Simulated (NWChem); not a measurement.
# CH₈N₂Si; SMILES C[SiH](N)N

```xyz
12

Si    -0.0866    -0.3258     0.0000
C      1.7478     0.0943     0.0000
N     -0.7291     0.2451    -1.5197
N     -0.7291     0.2451     1.5197
H     -0.3789    -1.7834     0.0000
H      2.2413    -0.3120    -0.8890
H      1.9129     1.1800     0.0000
H      2.2413    -0.3120     0.8890
H     -1.6679    -0.0261    -1.7905
H     -0.5457     1.1984    -1.8142
H     -1.6679    -0.0261     1.7905
H     -0.5457     1.1984     1.8142
```
Atoms are numbered in this order, from 1.

Computed with NWChem. Pople sets run with spherical d functions. The geometry was optimised at B3LYP/6-31G* (spherical d). GIAO values for the isolated, static molecule; σ is the absolute isotropic shielding, δ = σ(reference) − σ with the isolated reference molecule computed at the same levels (13C: tetramethylsilane, 1H: tetramethylsilane, 15N: ammonia, 29Si: tetramethylsilane).

| level | δ Si1 (ppm) | δ C2 (ppm) | δ N3 (ppm) | δ H5 (ppm) | δ H6 (rotor mean) (ppm) | δ H9 (ppm) | δ H10 (ppm) |
|---|---|---|---|---|---|---|---|
| LDA (Slater exchange, VWN5)/pcSseg-1 | -23.8 | -4.2 | 51.5 | 4.96 | 0.07 | 0.73 | 0.50 |
| Hartree-Fock/6-31G* | -17.5 | -1.5 | 19.1 | 4.64 | 0.03 | 0.30 | 0.12 |
| KT2/pcSseg-1 | -23.1 | -3.7 | 42.7 | 4.68 | 0.07 | 0.69 | 0.45 |
